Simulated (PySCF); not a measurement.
Ligands exchanged one at a time, Ga Cl-Br. Isolated molecules, 0 K electronic values unless said otherwise. Strings in code marks are SMILES.

Quantity: redistribution energy (mixed species minus the weighted end members), in kcal/mol.

Case: 1 of 3 Cl replaced by Br: `[Cl][Ga]([Cl])[Br]`. The other species in the difference include `[Cl][Ga]([Cl])[Cl]` (neutral, multiplicity 1). Geometry of `[Cl][Ga]([Cl])[Br]` (neutral, multiplicity 1, Å):

```xyz
4

Cl    -1.7190    -1.2567     0.0106
Ga     0.0026    -0.0288    -0.0006
Cl     1.9145    -0.9308    -0.0546
Br    -0.1980     2.2163     0.0446
```

### Question
What redistribution energy (mixed species minus the weighted end members) does PBE-D3(BJ)/def2-TZVP // PBE0-D3(BJ)/def2-TZVP (PySCF) give?

### Answer
0.02 kcal/mol.
